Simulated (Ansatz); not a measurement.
Coupled-cluster diagnostics for Cu5H5, Ansatz.

Geometry of the singlet (PBE-D4/def2-SVP):

Cartesian coordinates in Å:
```
Cu 0.862 -1.815 0.261
Cu 1.674 0.256 1.113
Cu -1.140 -1.378 -0.953
Cu 0.173 1.974 0.426
Cu -1.569 0.963 -0.847
H -1.162 2.440 -0.347
H 2.104 -1.297 1.147
H -0.229 -2.653 -0.579
H 1.539 1.853 1.273
H -2.251 -0.344 -1.495
```

Correlated methods freeze 45 core orbitals. No other spin state of charge 0 was run. The structure comes from a short search, and lower isomers may exist.

Task: Estimate the CCSD(T) correlation energy, the shares of MP2 and (T), T1 and the reference's ⟨S²⟩ for: charge 0, singlet, own geometry in def2-SVP; and the rough time on 4 threads of Arm Neoverse V2 on a shared host.

Result: 
```csv
state,basis,correlation (eV),MP2 share (%),(T) share (%),T1,⟨S²⟩ (pure),wall time
"charge 0, singlet, own geometry",def2-SVP,-44.392,106.0,5.2,0.028,0.00 (0.00),86 s
```
Customary marks for T1 are 0.02 (closed shells), 0.045 (open shells) and about 0.05 (3d metals). T1 exceeds 0.02 in 1 of 1 rows and 0.045 in 0; the higher it lies, the less the single-reference result can be trusted.
